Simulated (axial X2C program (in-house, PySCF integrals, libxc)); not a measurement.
**RbI: computed against measured constants**

All values were computed with an axial X2C code built on PySCF integrals. Spin-free means the one-electron spin-free X2C Hamiltonian; two-component (2c) means X2C with spin–orbit coupling and atomic mean-field two-electron Coulomb and Gaunt terms, so the difference of the two also holds small scalar two-electron terms. Basis: I dyall-v2z [9s9p7d], Rb dyall-v2z [10s11p6d] (cores contracted in-house); Gaussian nuclei, density fitting, unrestricted open shells. Masses: I 126.904 u, Rb 84.912 u.

```tsv
Hamiltonian	level	Re (Å)	ωe (cm⁻¹)	ωexe (cm⁻¹)	De (eV)
spin-free	PBE0	3.174	138.7	0.302	3.40
spin-free	HF	3.278	130.9	0.295	2.60
spin-free	MP2	3.217	138.4	0.304	3.07
spin-free	BLYP	3.215	131.6	0.289	3.10
spin-free	LDA	3.103	147.2	0.349	3.60
2c	PBE0	3.177	138.1	0.302	3.09
2c	HF	3.280	130.6	0.294	2.29
2c	MP2	3.219	138.0	0.304	2.77
2c	BLYP	3.220	130.3	0.295	2.80
2c	LDA	3.107	146.3	0.351	3.29
```

De refers to I + Rb.

Correlated methods: 16 electrons correlated (number of frozen shells: I 4 s, 3 p, 2 d; Rb 3 s, 2 p, 1 d), 138 virtual spin orbitals or spinors in MP2.

Measured (Huber and Herzberg, Constants of Diatomic Molecules, 1979; state 1Σ+): Re (Å) 3.17688, ωe (cm⁻¹) 138.51, ωexe (cm⁻¹) 0.335.

Task: Work out the error of each level, computed minus measured.

Result: 

```
Hamiltonian  level  Re (Å)  ωe (cm⁻¹)  ωexe (cm⁻¹)
  spin-free   PBE0  -0.003        0.2        -0.03
  spin-free     HF   0.101       -7.6        -0.04
  spin-free    MP2   0.040       -0.1        -0.03
  spin-free   BLYP   0.038       -6.9        -0.05
  spin-free    LDA  -0.074        8.7         0.01
         2c   PBE0   0.000       -0.4        -0.03
         2c     HF   0.103       -7.9        -0.04
         2c    MP2   0.042       -0.5        -0.03
         2c   BLYP   0.043       -8.2        -0.04
         2c    LDA  -0.070        7.8         0.02
```

Occupations by symmetry block were frozen at the best pattern of an incomplete PBE0 search. Closed shells are restricted here (equal orbitals for both partners); the stretched side of such a curve lies too high. De is counted from the lowest determinant-based energies of the atoms at the same level, without counterpoise correction. Without a current term, density functionals place determinants with orbital angular momentum somewhat too high.
